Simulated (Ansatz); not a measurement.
System: sum formula SiOF3, charge 0, multiplicity 2. It need not be the lowest isomer of its formula. 
Structure (B3LYP-D3(BJ)/def2-TZVP (Ansatz, a first-principles code) minimum search):
SMILES: F[Si](F)(F)[O]
```xyz
5

Si     0.0176    -0.0125    -0.0063
F     -0.0986    -0.5856     1.4514
F     -0.2420     1.5362    -0.0068
F     -1.0570    -0.7470    -0.8855
O      1.5415    -0.2073    -0.6179
```
Charge 0, spin multiplicity 2.

Basis-set convergence of Hartree-Fock and CCSD correlation energies (hartree) with Ansatz. Valence correlation only, unless marked. UHF or UKS for open shells. Spin-orbit coupling is left out. Non-relativistic.

```csv
basis,functions,E(HF),"E(corr, CCSD)"
cc-pV(D+d)Z,79,-662.31124,-0.80013
cc-pV(T+d)Z,159,-662.49035,-1.05114
cc-pV(Q+d)Z,284,-662.53065,-1.14221
cc-pV(5+d)Z,464,-662.53979,-1.17625
```

Extrapolating the two largest sets (X = 4 and 5) as X^-3: E(corr) = (125·(-1.17625) - 64·(-1.14221))/61 = -1.2120 Eh, an estimate of the basis-set limit. The largest set recovers 97.1 % of it, the smallest 66.0 %.
